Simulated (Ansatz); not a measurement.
`NC1=N[SiH]1[SiH3]`, charge 0, multiplicity 1.

Give a relaxed structure at PBE0-D4/def2-TZVP (Ansatz). (An estimate is asked.)

Ansatz gave: 
```xyz
11

N     1.1429   -1.8734    1.2522
C     0.3545   -0.8139    1.0590
N     0.2320    0.2970    1.6985
Si   -0.8808    0.2359    0.3088
Si   -0.4113    1.4907   -1.5941
H     1.7480   -1.9051    2.0578
H     1.0540   -2.6887    0.6777
H    -2.3185   -0.0294    0.5785
H    -1.0475    0.8716   -2.7894
H    -0.9339    2.8776   -1.4585
H     1.0607    1.5376   -1.7904
```
This is one stationary point; other conformers may exist.
